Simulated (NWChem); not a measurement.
System: C₂H₇FSi; SMILES CC[SiH2]F

NWChem printed, in part:

```
             Northwest Computational Chemistry Package (NWChem) 7.3.0
             --------------------------------------------------------

 C1  symmetry detected

                             Geometry "geometry" -> ""
                             -------------------------

 Output coordinates in angstroms (scale by  1.889725989 to convert to a.u.)

  No.       Tag          Charge          X              Y              Z
 ---- ---------------- ---------- -------------- -------------- --------------
    1 Si                  14.0000     0.53859794    -0.75331221     0.16497936
    2 F                    9.0000    -0.90661732    -1.47106228    -0.16233420
    3 C                    6.0000     0.48471000     1.02721151    -0.43322032
    4 C                    6.0000    -0.62484085     1.87084423     0.21095106
    5 H                    1.0000     0.74183952    -0.81806732     1.65441017
    6 H                    1.0000     1.61166927    -1.53449826    -0.54175192
    7 H                    1.0000     1.48859644     1.46751300    -0.23626079
    8 H                    1.0000     0.37807556     1.00950128    -1.54024771
    9 H                    1.0000    -1.62507391     1.43603717     0.01057742
   10 H                    1.0000    -0.50628577     1.92642223     1.31301051
   11 H                    1.0000    -0.62885126     2.91068897    -0.17482540

 Effective nuclear repulsion energy (a.u.)     173.0621950581

                                 NWChem DFT Module
                                 -----------------

 Summary of "ao basis" -> "ao basis" (spherical)
 ------------------------------------------------------------------------------
       Tag                 Description            Shells   Functions and Types
 ---------------- ------------------------------  ------  ---------------------
 Si                         def2-svp                 8       18   4s3p1d
 F                          def2-svp                 6       14   3s2p1d
 C                          def2-svp                 6       14   3s2p1d
 H                          def2-svp                 3        5   2s1p

            General Information
            -------------------
          SCF calculation type: DFT
          Wavefunction type:  closed shell.
          No. of atoms     :    11
          No. of electrons :    42
           Alpha electrons :    21
            Beta electrons :    21
          Charge           :     0
          Spin multiplicity:     1
          Use of symmetry is: off; symmetry adaption is: off
          Maximum number of iterations: 150
          AO basis - number of functions:    95
                     number of shells:    47
          Convergence on energy requested:  1.00D-06
          Convergence on density requested:  1.00D-05
          Convergence on gradient requested:  5.00D-04

              XC Information
              --------------
                         PBE0 Method XC Functional
                     Hartree-Fock (Exact) Exchange  0.250
          PerdewBurkeErnzerhof Exchange Functional  0.750
            Perdew 1991 LDA Correlation Functional  1.000 local
           PerdewBurkeErnz. Correlation Functional  1.000 non-local

             Grid Information
             ----------------
          Grid used for XC integration:  medium
          Radial quadrature: Mura-Knowles
          Angular quadrature: Lebedev.
          Tag              B.-S. Rad. Rad. Pts. Rad. Cut. Ang. Pts.
          ---              ---------- --------- --------- ---------
          Si                  1.10       88          11.0       590
          F                   0.50       49          11.0       434
          C                   0.70       49          11.0       434
          H                   0.35       45          12.0       434
          Grid pruning is: on
          Number of quadrature shells:   550
          Spatial weights used:  Erf1

      Superposition of Atomic Density Guess
      -------------------------------------

 Sum of atomic energies:        -466.77562981

      Non-variational initial energy
      ------------------------------

 Total energy =    -468.553291
 1-e energy   =    -987.525453
 2-e energy   =     345.909967
 HOMO         =      -0.347367
 LUMO         =       0.062262

     ---------------------------------------------
      Total Density - Mulliken Population Analysis
     ---------------------------------------------

    Atom       Charge   Shell Charges
 -----------   ------   -------------------------------------------------------
    1 Si  14    13.01   2.00  1.99  0.95  0.24  5.93  0.96  0.73  0.21
    2 F    9     9.60   1.99  1.15  0.79  3.52  2.15  0.00
    3 C    6     6.52   1.99  0.97  0.29  2.05  1.20  0.02
    4 C    6     6.26   1.99  0.95  0.22  2.02  1.06  0.03
    5 H    1     1.10   0.70  0.39  0.01
    6 H    1     1.10   0.70  0.39  0.01
    7 H    1     0.86   0.65  0.19  0.02
    8 H    1     0.87   0.66  0.19  0.02
    9 H    1     0.90   0.67  0.20  0.02
   10 H    1     0.90   0.67  0.20  0.02
   11 H    1     0.90   0.67  0.20  0.02

   convergence    iter        energy       DeltaE   RMS-Dens  Diis-err
 ---------------- ----- ----------------- --------- --------- ---------
 d= 0,ls=0.0,diis     1   -469.2152924371 -6.42D+02  1.17D-02  4.75D-01
 d= 0,ls=0.0,diis     2   -469.2027955731  1.25D-02  6.10D-03  7.97D-01
 d= 0,ls=0.0,diis     3   -469.2705758772 -6.78D-02  8.70D-04  1.44D-02
 d= 0,ls=0.0,diis     4   -469.2716329390 -1.06D-03  3.01D-04  9.23D-04
 d= 0,ls=0.0,diis     5   -469.2717427690 -1.10D-04  7.75D-05  8.98D-05
  Resetting Diis
 d= 0,ls=0.0,diis     6   -469.2717543500 -1.16D-05  1.84D-05  3.31D-06
 d= 0,ls=0.0,diis     7   -469.2717547970 -4.47D-07  5.21D-06  9.47D-08

         Total DFT energy =     -469.271754796972
      One electron energy =     -991.234567723084
           Coulomb energy =      393.417240242809
    Exchange-Corr. energy =      -44.516622374811
 Nuclear repulsion energy =      173.062195058114

 Numeric. integr. density =       41.999997183040

                       DFT Final Molecular Orbital Analysis
                       ------------------------------------

 Vector   19  Occ=2.000000D+00  E=-3.657998D-01
              MO Center= -1.5D-01,  1.4D+00, -5.1D-02, r^2= 2.7D+00
   Bfn.  Coefficient  Atom+Function         Bfn.  Coefficient  Atom+Function
  ----- ------------  ---------------      ----- ------------  ---------------
    81      0.266605   9 H  s                71      0.245939   7 H  s
    86     -0.241944  10 H  s                50     -0.226156   4 C  px
    52     -0.217075   4 C  pz               76     -0.215680   8 H  s
    36      0.197934   3 C  px               38      0.188336   3 C  pz
    72      0.127547   7 H  s                82      0.126894   9 H  s

 Vector   20  Occ=2.000000D+00  E=-3.405578D-01
              MO Center=  7.3D-01, -9.3D-01,  3.2D-01, r^2= 2.9D+00
   Bfn.  Coefficient  Atom+Function         Bfn.  Coefficient  Atom+Function
  ----- ------------  ---------------      ----- ------------  ---------------
    66     -0.309680   6 H  s                61      0.307103   5 H  s
    24      0.230679   2 F  pz               67     -0.224913   6 H  s
    10      0.222594   1 Si pz               62      0.222768   5 H  s
    27     -0.170030   2 F  pz                7     -0.119652   1 Si pz
    38     -0.106977   3 C  pz               76      0.106726   8 H  s

 Vector   21  Occ=2.000000D+00  E=-3.157393D-01
              MO Center=  2.9D-01,  5.3D-01, -9.8D-02, r^2= 3.4D+00
   Bfn.  Coefficient  Atom+Function         Bfn.  Coefficient  Atom+Function
  ----- ------------  ---------------      ----- ------------  ---------------
    37      0.349869   3 C  py                9     -0.235189   1 Si py
    40      0.218548   3 C  py               91     -0.203291  11 H  s
    51     -0.180920   4 C  py               23     -0.172457   2 F  py
    35     -0.162803   3 C  s                38     -0.151607   3 C  pz
    61      0.137452   5 H  s                66      0.133845   6 H  s

 Vector   22  Occ=0.000000D+00  E= 3.282933D-02
              MO Center=  5.7D-01, -5.9D-01,  2.1D-01, r^2= 3.8D+00
   Bfn.  Coefficient  Atom+Function         Bfn.  Coefficient  Atom+Function
  ----- ------------  ---------------      ----- ------------  ---------------
    11      0.952709   1 Si px               12      0.545472   1 Si py
    49      0.488352   4 C  s                21      0.446846   2 F  s
    35     -0.389336   3 C  s                 4      0.351294   1 Si s
    92     -0.317379  11 H  s                67     -0.305559   6 H  s
    62     -0.264052   5 H  s                82     -0.245705   9 H  s

 Vector   23  Occ=0.000000D+00  E= 5.684076D-02
              MO Center=  3.9D-01,  6.8D-01, -6.5D-02, r^2= 6.4D+00
   Bfn.  Coefficient  Atom+Function         Bfn.  Coefficient  Atom+Function
  ----- ------------  ---------------      ----- ------------  ---------------
    35      1.811536   3 C  s                49      1.025443   4 C  s
    12     -0.872738   1 Si py               77     -0.799924   8 H  s
    72     -0.715309   7 H  s                87     -0.631106  10 H  s
    92     -0.605903  11 H  s                67     -0.428272   6 H  s
     4     -0.337393   1 Si s                82     -0.328183   9 H  s

 Vector   24  Occ=0.000000D+00  E= 8.796693D-02
              MO Center=  3.4D-01,  3.3D-02,  8.2D-02, r^2= 6.2D+00
   Bfn.  Coefficient  Atom+Function         Bfn.  Coefficient  Atom+Function
  ----- ------------  ---------------      ----- ------------  ---------------
    49      1.545855   4 C  s                13     -1.222588   1 Si pz
    62      1.226474   5 H  s                35     -1.046634   3 C  s
    92     -0.861480  11 H  s                12      0.350678   1 Si py
    82     -0.339005   9 H  s                87     -0.281723  10 H  s
    39      0.276968   3 C  px               10     -0.229614   1 Si pz

[...]
```

Level: PBE0/def2-SVP. Geometry: optimised at PBE-D3(BJ)/def2-SVP.

### Question
Which NWChem input produces such a log?

### Answer
One answer among several that fit: the input that was run:
```
start job
memory heap 200 mb stack 900 mb global 1100 mb
geometry units angstroms noautoz
  Si     0.504225    -0.766594     0.151380
  F     -0.957119    -1.459579    -0.157152
  C      0.471055     1.016355    -0.441076
  C     -0.615164     1.876129     0.221263
  H      0.727643    -0.839126     1.637559
  H      1.554105    -1.563145    -0.572817
  H      1.484753     1.439553    -0.257320
  H      0.348332     1.003706    -1.546505
  H     -1.625168     1.458375     0.034056
  H     -0.479972     1.926460     1.321658
  H     -0.607602     2.917049    -0.161549
end
basis spherical
  * library def2-svp
end
dft
  xc pbe0
  iterations 150
  mulliken
end
task dft energy
```
